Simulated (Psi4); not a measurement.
C$_{2}$H$_{2}$N$_{3}$ (SMILES C1=NC=N[N]1), doublet (typed; the unrestricted solution is spin-contaminated), geometry from GFN2-xTB; LCCD/STO-3G in Psi4 1.11.

The Psi4 input:
```
memory 2 GB

molecule mol {
0 2
  C     1.061916    0.269093   -0.161828
  N     0.073854    1.126220    0.120018
  C    -1.020402    0.363965    0.229291
  N    -0.698548   -0.895085    0.021340
  N     0.577341   -0.953216   -0.218308
  H     2.084944    0.534995   -0.316939
  H    -2.002565    0.721226    0.450811
}

set basis sto-3g
set reference uhf

energy('lccd')
print_variables()
```

Problem. What does Psi4 print? Leave out banner, timings and long lists.

Solution. 
```
   => Loading Basis Set <=

    Name: STO-3G
    Role: ORBITAL
    Keyword: BASIS

         ---------------------------------------------------------
                                   SCF
               by Justin Turney, Rob Parrish, Andy Simmonett
                          and Daniel G. A. Smith
                              UHF Reference
         ---------------------------------------------------------

  ==> Geometry <==

    Molecular point group: c1
    Full point group: C1

    Geometry (in Angstrom), charge = 0, multiplicity = 2:

       Center              X                  Y                   Z               Mass
    ------------   -----------------  -----------------  -----------------  -----------------
         C            1.063119911783     0.287448149701    -0.159871936168    12.000000000000
         N            0.075057911783     1.144575149701     0.121974063832    14.003074004430
         C           -1.019198088217     0.382320149701     0.231247063832    12.000000000000
         N           -0.697344088217    -0.876729850299     0.023296063832    14.003074004430
         N            0.578544911783    -0.934860850299    -0.216351936168    14.003074004430
         H            2.086147911783     0.553350149701    -0.314982936168     1.007825032230
         H           -2.001361088217     0.739581149701     0.452767063832     1.007825032230

  Running in c1 symmetry.

  Rotational constants: A =      0.37002  B =      0.35456  C =      0.18106 [cm^-1]
  Rotational constants: A =  11092.83202  B =  10629.40027  C =   5428.08631 [MHz]
  Nuclear repulsion =  158.244606372204856

  Charge       = 0
  Multiplicity = 2
  Electrons    = 35
  Nalpha       = 18
  Nbeta        = 17

  ==> Algorithm <==

  SCF Algorithm Type is PK.
  DIIS enabled.
  MOM disabled.
  Fractional occupation disabled.
  Guess Type is SAD.
  Energy threshold   = 1.00e-08
  Density threshold  = 1.00e-08
  Integral threshold = 1.00e-12

  ==> Primary Basis <==

  Basis Set: STO-3G
    Blend: STO-3G
    Number of shells: 17
    Number of basis functions: 27
    Number of Cartesian functions: 27
    Spherical Harmonics?: true
    Max angular momentum: 1

  ==> Integral Setup <==

  Using in-core PK algorithm.
   Calculation information:
      Number of atoms:                   7
      Number of AO shells:              17
      Number of primitives:             51
      Number of atomic orbitals:        27
      Number of basis functions:        27

[...]
  @UHF Final Energy:  -237.05583523741188
    Total Energy =                       -237.0558352374118840
  DIE_IF_NOT_CONVERGED          => (empty)
[...]

  Iter    E_corr           E_total            DE           T2 RMS
  ----   -------------    ---------------    ----------   ----------
   1     -0.2846443729    -237.3404796103     -3.28e-02     2.70e-06
   2     -0.2963475465    -237.3521827839     -1.17e-02     1.46e-06
   3     -0.3042449937    -237.3600802311     -7.90e-03     7.52e-07
   4     -0.3082440411    -237.3640792785     -4.00e-03     3.58e-07
   5     -0.3093645241    -237.3651997615     -1.12e-03     1.61e-07
   6     -0.3097959897    -237.3656312272     -4.31e-04     6.34e-08
   7     -0.3098906296    -237.3657258671     -9.46e-05     2.49e-08
   8     -0.3099113178    -237.3657465552     -2.07e-05     1.09e-08
   9     -0.3099228224    -237.3657580598     -1.15e-05     5.98e-09
  10     -0.3099281458    -237.3657633832     -5.32e-06     3.05e-09
  11     -0.3099295724    -237.3657648098     -1.43e-06     1.68e-09
  12     -0.3099288030    -237.3657640404      7.69e-07     9.08e-10
  13     -0.3099277044    -237.3657629418      1.10e-06     5.77e-10
  14     -0.3099265702    -237.3657618076      1.13e-06     3.49e-10
  15     -0.3099257419    -237.3657609793      8.28e-07     1.78e-10
  16     -0.3099253374    -237.3657605748      4.04e-07     7.85e-11

 ==============================================================================
 ======================== LCCD ITERATIONS ARE CONVERGED =======================
 ==============================================================================

	==============================================================================
	================ LCCD [CEPA(0)] FINAL RESULTS ================================
	==============================================================================
	Nuclear Repulsion Energy (a.u.)    :   158.24460637220486
	SCF Energy (a.u.)                  :  -237.05583523741188
	REF Energy (a.u.)                  :  -237.05583523741188
	Alpha-Alpha Contribution (a.u.)    :    -0.02662139385373
	Alpha-Beta Contribution (a.u.)     :    -0.26207326750679
	Beta-Beta Contribution (a.u.)      :    -0.02123067605583
	LCCD Correlation Energy (a.u.)     :    -0.30992533741636
	LCCD Total Energy (a.u.)           :  -237.36576057482824
	==============================================================================

  Variable Map:
  ----------------------------------------------------------------------------
[...]
  Array Variable Map:
  ----------------------------------------------------------------------------
[...]
[...]
```
